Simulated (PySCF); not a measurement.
Geometries of 2 isomers of C2H7Ga, from PBE0-D3(BJ)/def2-SVP geometry optimisation, gas phase (PySCF). One conformer each, no zero-point energy, no frequencies.

Question: Which is lower in electronic energy at this level?
A.
```xyz
10
angstrom
C      1.647    0.284   -0.174
Ga     0.038   -0.740    0.326
C     -1.672    0.182    0.656
H      2.574   -0.200    0.168
H      1.617    1.317    0.207
H      1.700    0.345   -1.275
H      0.125   -2.312    0.460
H     -2.542   -0.477    0.519
H     -1.788    1.071    0.017
H     -1.689    0.535    1.703
```
B.
```xyz
10
angstrom
C     -1.147    0.400    0.527
C     -0.274   -0.403   -0.432
Ga     1.676   -0.137   -0.266
H     -2.222    0.214    0.366
H     -0.931    0.152    1.579
H     -0.983    1.484    0.420
H     -0.534   -0.183   -1.484
H     -0.459   -1.487   -0.326
H      2.668   -0.968   -1.168
H      2.257    0.907    0.765
```

Answer: A. That is `[CH3][GaH][CH3]`, 9.2 kcal/mol below the other.

```csv
SMILES,atoms numbered as above,E (Eh),relative (kcal/mol),relative (kJ/mol),dipole (D)
[CH3][GaH][CH3],[CH3:1][GaH:2][CH3:3],-2004.61229,0.0,0.0,0.67
C[CH2][GaH2],[CH3:1][CH2:2][GaH2:3],-2004.59756,9.2,38.7,0.77
```
